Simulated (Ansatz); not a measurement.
Consider the atomization: `[SiH3][O][Sn]([Cl])([O][SiH3])[O][SiH3]` → Cl• + 9 H• + 3 O• + 3 Si• + Sn•.

Gas-phase electronic energies from Ansatz, PBE0-D4/def2-TZVP geometries. CCSD(T)/CBS adds triple-zeta CCSD(T) − MP2 to the extrapolated MP2 energy (def2 sets, frozen cores). This one scheme is used for every species, atoms too. For atomizations the MP2-based limit and the directly extrapolated one differ by several kJ/mol either way, and by 10 to 25 for some Ge, Se and Sn compounds, so smaller differences from it don't rank the levels. DFT in def2-TZVPP. HSE06 is defined as in plane-wave codes. Open shells (•) are unrestricted, without spin–orbit coupling. Spin–orbit coupling would lower the free atoms: a little for Cl, O, Si; strongly for Sn. Elements past krypton have def2 core potentials. Bonds to Sn are less sure, by a few kJ/mol each and by 10 to 20 or more in all where they break to atoms, as the def2 sets lack core-valence functions. One conformer a species, not always the lowest.

```
          level  ΔE (eV)  difference from CCSD(T)/CBS
    LDA (SPW92)    65.54                         6.50
         PBE-D4    57.97                        -1.07
        PBE0-D4    57.19                        -1.85
   CAM-B3LYP-D4    58.51                        -0.53
       PBE-QIDH    57.39                        -1.65
         revPBE    55.27                        -3.77
           PBE0    56.70                        -2.34
        r2SCANh    57.72                        -1.32
          HSE06    56.75                        -2.29
        LC-ωPBE    57.48                        -1.56
    HF/def2-SVP    41.14                       -17.90
  HF/def2-TZVPP    42.43                       -16.61
CCSD/def2-TZVPP    56.16                        -2.88
  HF/def2-QZVPP    42.69                       -16.35
   HF/CBS(def2)    42.73                       -16.31
  MP2/CBS(def2)    59.85                         0.81
    CCSD(T)/CBS    59.04                            0
```

Largest T1 diagnostic among the species: 0.013.

In def2-TZVPP, CCSD(T) changes the Hartree–Fock value by +14.59 eV (the triples alone add +0.86 eV) and MP2 by +15.40 eV; breaking electron pairs costs correlation energy, which Hartree–Fock lacks. From r2SCAN to r2SCAN0 (25 % exact exchange), in def2-TZVPP and without D4, ΔE moves by −1.08 eV: exact exchange takes away binding that semilocal exchange gives to molecules.
